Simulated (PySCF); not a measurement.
# SnI under electron impact: the energy ladder

r²SCAN in PySCF with def2-TZVPPD on every atom (core potentials on Sn, I), for the lowest determinant that a PBE0 search found; no spin–orbit coupling.

```json
{"species": "SnI", "state (unpaired electrons)": "doublet (π ↑)", "Re (Å)": "2.718", "ωe (cm⁻¹)": "195", "energy of the minimum from the neutral (eV)": "0.00", "De (eV)": "3.15", "dissociates to": "Sn + I"}
{"species": "SnI⁺", "state (unpaired electrons)": "singlet (closed shell)", "Re (Å)": "2.597", "ωe (cm⁻¹)": "240", "energy of the minimum from the neutral (eV)": "6.88", "De (eV)": "3.67", "dissociates to": "Sn⁺ + I"}
{"species": "SnI⁻", "state (unpaired electrons)": "triplet (π ↑↑)", "Re (Å)": "2.918", "ωe (cm⁻¹)": "137", "energy of the minimum from the neutral (eV)": "-1.70", "De (eV)": "1.58", "dissociates to": "Sn + I⁻"}
```

**Question.** Work out the lowest energy to break SnI into atoms, from its vibrational ground state.

**Answer.** D0 = De − ωe/2 = 3.15 − 0.01 = 3.14 eV (r²SCAN/def2-TZVPPD).

**Question.** Work out the ionisation energy of the Sn atom at this level and the threshold of dissociative ionisation.

**Answer.** IE(Sn) = 6.88 + 3.67 − 3.15 = 7.40 eV, so Sn⁺ + I + e⁻ appears at D0 + IE(Sn) = 10.54 eV (r²SCAN/def2-TZVPPD). The measured IE(Sn) is 7.344 eV (NIST ASD).

**Question.** Work out the electron affinity of the I atom and the threshold of dissociative attachment.

**Answer.** EA(I) = 3.15 − 1.58 − (-1.70) = 3.27 eV, so Sn + I⁻ needs D0 − EA(I) = -0.13 eV (negative: it is exothermic at zero electron energy) (r²SCAN/def2-TZVPPD). The measured EA(I) is 3.059 eV.

**Question.** At which energy does ion-pair formation open?

**Answer.** Sn⁺ + I⁻ lies at D0 + IE(Sn) − EA(I) = 7.27 eV (r²SCAN/def2-TZVPPD).

These are thermodynamic thresholds; the onsets seen under electron impact lie higher where the geometry changes, and cross-sections peak well above them.

These are scalar-relativistic numbers at best; spin–orbit coupling would shift them, the dissociation energy most. For an ion De counts to the pair picked by the measured ionisation energies or electron affinities, which need not be the lowest pair at this level. The highest Kohn–Sham level is positive in this anion. Much of that is self-interaction error, but it also means that the finite basis helps to hold the extra electron. States were picked by a PBE0 search and need not be the measured ground states.
